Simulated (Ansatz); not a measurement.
`[OH][Y]([OH])[F]` and `[OH][Y]([F])[F]` differ in one atom or group.

Ansatz, PBE0-D4/def2-TZVP geometries, multiplicity 1. Each molecule was computed in one conformer, which needn't be the lowest.

Elements past krypton have def2 core potentials.

| property | `[OH][Y]([OH])[F]` |
| --- | --- |
| zero-point energy (PBE0-D4/def2-TZVP) / kJ/mol | 69.2 |
| HOMO–LUMO gap (PBE0/def2-TZVPP) / eV | 6.79 |
| HOMO–LUMO gap (B3LYP/def2-TZVPP) / eV | 6.16 |
| LUMO energy (PBE0/def2-TZVPP) / eV | -1.65 |
| size of the dipole moment (PBE/def2-TZVPP) / D | 2.37 |
| HOMO energy (PBE/def2-TZVPP) / eV | -6.77 |

(1) What does the change do to each property? (An estimate is asked.)

Results:

(1) Ansatz gave: 
| property | `[OH][Y]([F])[F]` | shift |
| --- | --- | --- |
| zero-point energy (PBE0-D4/def2-TZVP) / kJ/mol | 40.8 | -28.4 |
| HOMO–LUMO gap (PBE0/def2-TZVPP) / eV | 6.83 | 0.04 |
| HOMO–LUMO gap (B3LYP/def2-TZVPP) / eV | 6.20 | 0.04 |
| LUMO energy (PBE0/def2-TZVPP) / eV | -2.00 | -0.35 |
| size of the dipole moment (PBE/def2-TZVPP) / D | 2.29 | -0.08 |
| HOMO energy (PBE/def2-TZVPP) / eV | -7.13 | -0.36 |

The zero-point energy changes by -28.4 kJ/mol with -3 modes. Dipoles are sizes alone; their direction can turn.

B3LYP here is the variant with VWN-RPA as its local correlation; programs differ in this.
